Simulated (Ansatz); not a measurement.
CH7AsBNSi, relaxed with RKS PBE-D4/def2-SVP in Ansatz 0.2.0 from a rough embedded geometry. The force threshold is 0.03 eV/Å; the program also tests the step.

The species carries charge 0 and has multiplicity 1. The bonds changed during the relaxation, so this is another structure than the one it started from.

Start:

```xyz
12

B     0.122   -1.102    0.529
C     1.114   -0.395   -0.405
N     0.398    0.424   -1.422
As   -0.774    1.633   -0.526
Si   -1.506   -0.051    0.824
H    -0.020   -2.313    0.556
H     1.757   -1.160   -0.896
H     1.801    0.244    0.262
H     1.164    0.970   -1.884
H     0.243    2.137    0.438
H    -2.699   -0.767    0.298
H    -1.601    0.381    2.226
```

| step | energy (eV) | largest force (eV/Å) | largest move (Å) |
| --- | --- | --- | --- |
| 1 | -72004.7592 | 2.042 | 0.000 |
| 2 | -72005.3193 | 0.769 | 0.195 |
| 3 | -72005.4388 | 0.534 | 0.141 |
| 4 | -72005.5115 | 0.622 | 0.190 |
| 5 | -72005.5645 | 0.359 | 0.200 |
| 6 | -72005.5887 | 0.226 | 0.197 |
| 7 (rejected) | -72005.5674 | 0.628 | 0.194 |
| 8 | -72005.6070 | 0.088 | 0.094 |
| 9 | -72005.6087 | 0.073 | 0.030 |
| 10 | -72005.6114 | 0.077 | 0.054 |
| 11 | -72005.6172 | 0.296 | 0.166 |
| 12 | -72005.6293 | 0.334 | 0.090 |
| 13 | -72005.6503 | 0.325 | 0.079 |
| 14 | -72005.6771 | 0.386 | 0.082 |
| 15 | -72005.7043 | 0.377 | 0.064 |
| 16 | -72005.7612 | 0.929 | 0.195 |
| 17 | -72005.8630 | 0.807 | 0.200 |
| 18 | -72005.9755 | 0.986 | 0.197 |
| 19 | -72006.0414 | 0.803 | 0.195 |
| 20 (rejected) | -72006.0361 | 1.585 | 0.195 |
| 21 | -72006.1216 | 0.489 | 0.097 |
| 22 | -72006.1604 | 0.555 | 0.097 |
| 23 | -72006.1751 | 0.339 | 0.150 |
| 24 | -72006.1845 | 0.358 | 0.055 |
| 25 | -72006.1877 | 0.135 | 0.017 |
| 26 (rejected) | -72006.1875 | 0.053 | 0.030 |
| 27 | -72006.1885 | 0.019 | 0.015 |

End:

```xyz
12

B     0.382   -1.091    0.529
C     0.991   -0.493   -0.784
N     0.625    0.638   -1.341
As   -0.874    1.738   -0.670
Si   -1.357   -0.098    0.847
H     0.374   -2.318    0.554
H     1.841   -0.990   -1.303
H     1.176   -0.682    1.398
H     1.131    0.991   -2.163
H     0.023    2.419    0.388
H    -2.673   -0.668    0.366
H    -1.640    0.553    2.179
```

Hardware: 4 threads of an Arm Neoverse V2 on a shared host. Wall time 48 s, peak host memory 0.19 GiB.
